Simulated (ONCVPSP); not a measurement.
## silicon: ONCV pseudisation with LDA (Perdew-Wang 92), scalar-relativistic reference atom.

| Property | Result |
| --- | --- |
| Element | Si (Z = 14) |
| Generator | ONCVPSP 4.0.1 |
| Type | optimised norm-conserving Vanderbilt (ONCV) |
| Functional | LDA (Perdew-Wang 92) |
| Relativity | scalar-relativistic |
| Frozen core | [Ne] |
| Valence charge | 4 |
| Reference configuration | 3s2 3p2 |
| Partial waves | 3s: rc 1.80 bohr, ncon 4, nbas 8, qcut 4.6 1/bohr, 2 projectors, debl 0.5 Ha; 3p: rc 1.80 bohr, ncon 4, nbas 8, qcut 5.4 1/bohr, 1 projector |
| Local potential | polynomial inside 1.40 bohr (lpopt 5, dvloc0 1 Ha) |
| Core correction | Teter function, fcfact 1.75, rcfact 1.4 |

All-electron outer shells of the reference configuration (LDA (PZ), scalar-relativistic, ld1.x):

```tsv
shell	level (eV)	outermost node (bohr)	outermost maximum (bohr)
2s	-138.73	0.15	0.45
2p	-95.60	–	0.39
3s	-10.88	0.72	1.77
3p	-4.17	0.72	2.14
```

Estimate the cutoffs (Ha) at which the residual kinetic energy of the hardest occupied pseudo-wave falls to 1 and 0.1 mHa per electron.

8.0 Ha and 11 Ha.

Does the potential have ghost states?

No bound ghost flagged; GHOST(+) flagged for s at 109.9 eV.

Which valence shell sets the plane-wave cutoff?

3s: 8 Ha for 1 mHa per electron, against 3 Ha for 3p.

Tests: 3s2 3p1; 3s2 3p0; 3s1 3p0; 3s1 3p2. Which has the largest error in its energy relative to the reference configuration, and how large is it?

3s1 3p0, with +115 meV (all-electron minus pseudo) on +58.07 eV.
